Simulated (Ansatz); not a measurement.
`F[SiH2]CS` + `N=CF` → `F/C=N/[SiH2]F` + CH₃SH  (ligand exchange at the Si–C bond)

Program: Ansatz. Geometries: PBE0-D4/def2-TZVP. ΔE: electronic, gas phase. CCSD(T)/CBS adds triple-zeta CCSD(T) − MP2 to the extrapolated MP2 energy (def2 sets, frozen cores). This one scheme is used for every species. Functionals use def2-TZVPP. Each species was taken in one conformer, which may not be the lowest.

CCSD(T)/CBS gives -63.1 kJ/mol.

Problem. Another level gave -79.2 kJ/mol. Which?
A. r2SCANh-D4/def2-TZVPP
B. HF/def2-TZVPP
C. BLYP/def2-TZVPP
D. PBE-D4/def2-TZVPP

Solution. B. HF/def2-TZVPP -79.2, BLYP -71.5, PBE-D4 -59.9, r2SCANh-D4 -66.3 kJ/mol.

Largest T1 diagnostic among the species: 0.013.

In def2-TZVPP, CCSD(T) changes the Hartree–Fock value by +15.9 kJ/mol (the triples alone add +1.5 kJ/mol) and MP2 by +12.3 kJ/mol. The D4 term adds +3.8 kJ/mol with B3LYP and +2.0 kJ/mol with PBE0; it sums over pairs of atoms, weighted by their polarisabilities, and B3LYP, whose exchange is more repulsive, gets the larger term.

B3LYP here is the variant with VWN-RPA as its local correlation; programs differ in this.
